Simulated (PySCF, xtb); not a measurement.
C2H6N2OSi, SMILES C[Si@@H](N)OC#N.

GFN2-xTB (xtb 6.7.1) at its own geometry gives an orbital gap of 6.00 eV and a dipole moment of 5.92 D.

The structure is a stationary point at r2SCAN-D4/def2-SVP. The structure was generated by enumeration; whether it is a known compound was not checked. One conformer was computed; it need not be the lowest.

Task: What does PBE/def2-TZVP (PySCF) give? (An estimate is asked for; the answer gives what the named calculation found.)

Result: gap 6.20 eV (levels -6.76 and -0.56 eV), dipole 5.96 D.
